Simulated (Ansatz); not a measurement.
`[OH][AlH][CH2]F` + `C=C[SiH3]` → `FC/C=C/[SiH3]` + `[OH][AlH2]` at 600 K and 1 bar (formal exchange of groups at a C–Al bond).

Program: Ansatz. Geometries: PBE0-D4/def2-TZVP. ΔE: electronic, gas phase. CBS: MP2 limit from def2 TZ/QZ plus the TZ coupled-cluster correction, frozen cores. This one scheme is used for every species. Each species was taken in one conformer, which may not be the lowest.

```csv
species,CCSD(T)/CBS energy (Eh),H − E (kJ/mol),S (J/(mol·K))
`[OH][AlH][CH2]F`,-457.47532,181.4,400.8
`C=C[SiH3]`,-368.76077,221.4,355.7
`FC/C=C/[SiH3]`,-507.20526,294.4,433.8
`[OH][AlH2]`,-319.03157,103.2,300.4
```

H − E and S are ideal-gas, rigid-rotor, harmonic terms from PBE0-D4/def2-TZVP, for one conformer and one mirror image of each species. 1 Eh = 2625.50 kJ/mol, R = 8.31446 J/(mol·K).

**Question.** By hand: ΔE, ΔH, ΔS and ΔG.

**Answer.** ΔE = (-507.20526) + (-319.03157) − (-457.47532) − (-368.76077) = -0.00074 Eh = -1.9 kJ/mol. Δ(H − E) = 294.4 + 103.2 − 181.4 − 221.4 = -5.2, so ΔH = -7.1 kJ/mol. ΔS = 433.8 + 300.4 − 400.8 − 355.7 = -22.3 J/(mol·K). ΔG = -7.1 − 600 × (-22.3)/1000 = 6.3 kJ/mol.

**Question.** By hand: the equilibrium constant, and the temperature at which ΔG would vanish if ΔH and ΔS stayed fixed.

**Answer.** log₁₀ K = −ΔG/(RT ln 10) = -0.5. ΔG = 0 at ΔH/ΔS = 318 K, though so small a ΔH makes that figure unsure.

TΔS isn't small against ΔH here. A doubt of 5 kJ/mol in ΔE shifts log₁₀ K by 0.4 here. Other conformers and mirror images would add mixing entropy, several J/(mol·K) or more a flexible species. Modes under 60 cm⁻¹, often nearly free rotors, make the harmonic entropy too high. These are equilibria of isolated gas molecules and say nothing of rates. Largest T1 diagnostic: 0.012 (customary marks: 0.02 for closed shells, 0.045 for open ones).
